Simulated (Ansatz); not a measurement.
All values below come from frozen-core CCSD(T)/def2-TZVPP // CAM-B3LYP-D3(BJ)/def2-TZVP (Ansatz, a first-principles code).

Ansatz 0.2 input:
```yaml
crystal:
  periodic: [false, false, false]
  atoms:
    - { symbol: N, position_ang: [-1.055364, -0.049651, 0.008873] }
    - { symbol: In, position_ang: [0.948889, 0.044187, -0.01153] }
    - { symbol: H, position_ang: [-1.581899, -0.894014, 0.154771] }
    - { symbol: H, position_ang: [-1.661584, 0.743638, -0.112425] }
    - { symbol: H, position_ang: [1.748607, -1.445094, 0.22876] }
    - { symbol: H, position_ang: [1.60135, 1.600934, -0.268449] }
basis:
  gaussian: { orbitals: def2-TZVPP }
correlation:
  method: ccsd_t
```

Output:

```
Functional definition: HF
982 factors; integrals over basis functions are off by at most 1.4e-3 eV
mean field evaluation 1: about -6690.5348 eV, gradient 3.9e1 eV
mean field evaluation 2: about -6690.5355 eV, gradient 3.9e1 eV
mean field evaluation 4: about -6693.8023 eV, gradient 2.4e0 eV
mean field evaluation 8: about -6693.8298 eV, gradient 1.1e-1 eV
mean field evaluation 16: about -6693.8292 eV, gradient 4.1e-1 eV
mean field -6693.82983559 eV, -245.9937092170 hartree, gradient 4.5e-6 eV, S^2 0.000000; 0 other end points of the search recorded, 0 dependent functions left out
5 core orbitals not correlated
reference -6693.82983559 eV, -245.9937092170 hartree; 11, 11 occupied and 121, 121 virtual orbitals, 982 factors
second order -14.15870444 eV of doubles, -0.00000000 eV of singles
cycle   1  -14.05833408 eV  change    1.0e-1 eV  update   9.4e-2
cycle   2  -14.42525181 eV  change   -3.7e-1 eV  update   2.8e-2
cycle   3  -14.50484793 eV  change   -8.0e-2 eV  update   1.8e-2
cycle   4  -14.49906032 eV  change    5.8e-3 eV  update   5.8e-3
cycle   5  -14.49647877 eV  change    2.6e-3 eV  update   3.3e-3
cycle   6  -14.49721486 eV  change   -7.4e-4 eV  update   1.2e-3
cycle   7  -14.49704656 eV  change    1.7e-4 eV  update   4.3e-4
cycle   8  -14.49706948 eV  change   -2.3e-5 eV  update   1.3e-4
cycle   9  -14.49712146 eV  change   -5.2e-5 eV  update   3.6e-5
cycle  10  -14.49711591 eV  change    5.6e-6 eV  update   1.1e-5
perturbative correction -0.46215721 eV, -0.0169839641 hartree
Total energy: -6708.78910870 eV, -246.5434523641 hartree
```

Cost: very roughly 28 core-seconds.
